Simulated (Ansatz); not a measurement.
Cost and result up the ladder for the cluster Cu₂Cl₂ (the lowest singlet isomer of a short search) (4 atoms). Total charge 0; singlet. Geometry: r2SCAN-D4/def2-SVP.

```tsv
atom	x (Å)	y (Å)	z (Å)
Cu1	-0.803	-0.795	-0.136
Cu2	0.804	0.796	0.137
Cl3	-1.103	1.282	-0.980
Cl4	1.103	-1.283	0.980
```

Ansatz on 4 threads of Arm Neoverse V2 on a shared host. Times are rough, and most runs start from the orbitals of an earlier one. PBE0-D4/def2-TZVPD serves as the yardstick here, not as an exact answer. Differences are given only for rows in sets of like size (and for xTB, whose basis is part of the method), since another set adds its own error. Binding counts from free atoms at the same level (Cu doublet, Cl doublet; other spins of the atoms weren't run), without zero-point energy or a counterpoise term.

Correlated methods freeze 28 core orbitals. The structure comes from a short search, and lower isomers may exist.

Correlated methods converge slowly with the basis.

```tsv
level	functions	wall time	binding energy per atom (eV)	difference from PBE0-D4/def2-TZVPD (eV)
PBE-D4/def2-SVP	98	1.1 s	2.70	–
PBE0-D4/def2-SVP	98	1.5 s	2.59	–
PBE-D4/def2-TZVP	164	1.6 s	2.43	0.04
BLYP-D4/def2-TZVP	164	1.8 s	2.25	-0.13
MP2/def2-TZVP	164	2.3 s	2.44	0.05
PBE-D4/def2-TZVPD	188	2.5 s	2.44	0.05
PBE0-D4/def2-TZVP	164	3.3 s	2.37	-0.01
BHLYP-D4/def2-TZVP	164	3.5 s	2.23	-0.16
RPA@PBE/def2-TZVP	164	3.7 s	2.05	-0.33
PBE0-D4/def2-TZVPD	188	4.2 s	2.38	0.00
r2SCAN-D4/def2-TZVP (with forces)	164	5.5 s	2.49	0.11
r2SCAN-D4/def2-TZVPD	188	6 s	2.51	0.12
CCSD(T)/def2-TZVPP	212	91 s	2.35	-0.03
```
